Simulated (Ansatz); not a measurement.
The same ligand exchange along the group F, Cl, Br.

Gas-phase electronic energies from Ansatz, PBE0-D4/def2-TZVP geometries. CCSD(T)/CBS is the MP2 limit (def2-TZVPP, def2-QZVPP) plus CCSD(T) − MP2 in def2-TZVPP, frozen cores. This one scheme is used for every species. Functionals use def2-TZVPP. For Br outer-core shells are correlated without core-valence functions, which leaves a few kJ/mol of doubt a bond. Scalar relativity is left out up to krypton. Each species was taken in one conformer, which may not be the lowest.

| reaction | PBE-D4 (kJ/mol) | PBE0-D4 (kJ/mol) | MP2/CBS(def2) (kJ/mol) | CCSD(T)/CBS(def2) (kJ/mol) |
| --- | --- | --- | --- | --- |
| `N[SiH](O)F` + `N[SiH2]N` → `N[SiH2]N[SiH](N)O` + H–F | 64 | 65 | 68 | 70 |
| `N[SiH](O)Cl` + `N[SiH2]N` → `N[SiH2]N[SiH](N)O` + HCl | 23 | 24 | 26 | 23 |
| `N[SiH](O)Br` + `N[SiH2]N` → `N[SiH2]N[SiH](N)O` + HBr | 18 | 19 | 23 | 18 |

Largest T1 diagnostic: 0.011, for `N[SiH2]N[SiH](N)O`.
